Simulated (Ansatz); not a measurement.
Calculated with Ansatz (gas phase, PBE0-D4/def2-TZVP geometries, no zero-point term in ΔE). CCSD(T)/CBS is the MP2 limit (def2-TZVPP, def2-QZVPP) plus CCSD(T) − MP2 in def2-TZVPP, frozen cores. This one scheme is used for every species. Functionals use def2-TZVPP. Elements past krypton have def2 core potentials. For Sn outer-core shells are correlated without core-valence functions, which leaves a few kJ/mol of doubt a bond. One conformer a species, not always the lowest.

`OB[O][SnH3]` + `OCF` → `FC[O][SnH3]` + `OBO`  (ligand exchange at the Sn–O bond)

```tsv
level	ΔE (kJ/mol)	difference from CCSD(T)/CBS
PBE-D4	4.4	-2.6
r2SCAN-D4	4.7	-2.3
ωB97X-V	5.2	-1.8
ωB97M-V	5.2	-1.8
B2PLYP	5.6	-1.4
PBE	4.1	-2.9
PBE0	5.5	-1.5
MP2/def2-TZVPP	7.0	0.0
SCS-MP2/def2-TZVPP	7.4	0.4
CCSD/def2-TZVPP	7.7	0.7
CCSD(T)/def2-TZVPP	7.6	0.6
HF/def2-QZVPP	8.2	1.2
MP2/def2-QZVPP	6.8	-0.2
HF/CBS(def2)	8.3	1.3
MP2/CBS(def2)	6.4	-0.6
CCSD/CBS(def2)	7.1	0.1
CCSD(T)/CBS	7.0	0
```

Largest T1 diagnostic among the species: 0.014.
